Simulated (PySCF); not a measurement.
dihydroxy(hydroxysilyl)silane (H6O3Si2), SMILES O[SiH2][SiH](O)O.

Coordinates come from a ωB97X-D3(BJ)/def2-SVP optimisation. The values are those of a single conformer.

All values below come from HF/def2-TZVP (PySCF).

Isolated molecule, no solvent.

```json
{
 "total_energy": "-806.21376 hartree",
 "highest_occupied_level": "-10.91 eV",
 "lowest_empty_level": "2.49 eV",
 "orbital_gap": "13.40 eV",
 "dipole_moment": "1.46 D",
 "quadrupole, principal values (traceless, Buckingham form, about the centre of nuclear charge)": "-12.01, -3.47, 15.48 D·Å",
 "mean_static_polarisability": "55.6 bohr³ (8.24 Å³)",
 "polarisability_principal_values": "51.4, 52.3, 63.0 bohr³"
}
```
